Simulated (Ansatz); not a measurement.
# Interaction energy ladder

The pair of Ag⁺ (SMILES [Ag+], atom 1) and H$_{2}$Te (SMILES [TeH2], atoms 2–4), both closed shells, in one local arrangement (a lower one may exist), relaxed at PBE0-D4/def2-TZVP:

Ag1  (0.007, -0.177, -2.116)
Te2  (0.313, -0.623, 0.506)
H3  (0.908, 0.905, 0.767)
H4  (-1.228, -0.105, 0.844)
(Å)

Program: Ansatz 0.2.0. Basis: def2-TZVPPD, with def2-QZVPPD for the basis limit. Cores are frozen in the correlated methods. Filled d shells of the heavier atoms are correlated. Core potentials replace the inner electrons of the atoms past krypton. The def2 sets are not built for correlating such inner shells, so the correlated values are less sure here. B3LYP uses VWN-RPA correlation. Extrapolation: Hartree–Fock as exp(−7.88 √X), correlation as X^−2.97. Interaction energies count from these two fragments, frozen as in the pair, with the counterpoise correction; negative means bound.

(1) What is the interaction energy by CCSD(T) at an estimated basis limit (MP2 extrapolated from triple and quadruple zeta, plus CCSD(T) − MP2 in triple zeta)? (An estimate is asked for; the value comes from the calculation.)

(2) Which atoms make the shortest contact between the fragments?

The T1 diagnostic stays at or below 0.014.

Results:

(1) By the calculation: -188.5 kJ/mol. Hartree–Fock alone gives -102.7 kJ/mol at the basis limit. It counts from the two fragments frozen as in the pair.

The same quantity by other methods in triple zeta, and each one's difference from that estimate:
```tsv
method	E_int (kJ/mol)	difference
PBE-D4	-228.9	-40.5
revPBE-D4	-211.4	-22.9
BLYP-D4	-223.6	-35.2
r2SCAN-D4	-216.7	-28.3
B97M-V	-205.0	-16.5
PBE0-D4	-199.6	-11.1
B3LYP-D4	-202.7	-14.2
HSE06-D4	-199.8	-11.3
wB97X-V	-179.0	9.5
wB97M-V	-178.2	10.3
B2PLYP	-184.2	4.3
HF	-100.9	87.5
MP2	-176.6	11.9
CCSD	-154.7	33.8
CCSD(T)	-163.9	24.5
```
Differences are method less estimate.

(2) Ag1 and Te2, 2.68 Å apart.

Basis-set superposition shift (counterpoise-corrected less uncorrected): CCSD(T) 8.7; MP2 8.5; HF 0.2; PBE0-D4 0.2; wB97M-V 0.4 kJ/mol.

For scale, one of the runs: CCSD(T)/def2-TZVPPD, 149 basis functions, launched by `ansatz run in.yaml --threads 2 --pin off --events-out ev --progress --plain --max-ram 5222MiB`. The run took 16 s on 2 CPU threads of an Intel Xeon Platinum 8488C (shared host), with 0.94 GiB of host memory at its peak.
